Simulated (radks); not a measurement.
Problem. Pm I, 61 electrons, occupied as [Xe] 4f5 6s2. Method: scalar-relativistic Kohn-Sham, LDA (Slater exchange, Perdew-Wang correlation), spin-polarised, spherical densities, finite nucleus; open shells are filled with parallel spins first (spin-orbit coupling, left out, can overturn this in heavy ions); Fermi nuclear charge, rms radius 4.962 fm; computed with a radial shooting solver on a logarithmic mesh with Libxc functionals. Some entries of the table are withheld. Estimate them.

orbital,occ.,eigenvalue (Ry),<r> (bohr)
1s down,1,-3305.437,0.02320
1s up,1,-3305.437,0.02320
2s up,1,-537.4699,0.09903
2s down,1,-537.4665,0.09903
2p up,3,-480.2470,0.08713
2p down,3,-480.2447,0.08713
3s up,1,-117.1670,0.2609
3s down,1,-117.0573,0.2608
3p up,3,-99.19167,0.2591
3p down,3,-99.08299,0.2589
3d up,5,-74.46691,0.2364
3d down,5,-74.38162,0.2362
4s up,1,-23.33572,0.5934
4s down,1,-23.06621,0.5933
4p up,3,-17.43325,0.6284
4p down,3,-17.16397,0.6283
4d up,5,-9.09076,0.6889
4d down,5,-8.82382,0.6894
5s up,1,-3.14049,1.434
5s down,1,-2.98174,1.451
5p up,3,-1.71517,(1)
5p down,3,-1.59352,(2)
6s up,1,-0.27634,(3)
6s down,1,-0.26050,(4)
4f up,5,-0.24278,1.042
4f down,0,-0.01906,1.194

Solution. 
(1) 5p up <r> (bohr): 1.685
(2) 5p down <r> (bohr): 1.718
(3) 6s up <r> (bohr): 4.277
(4) 6s down <r> (bohr): 4.395
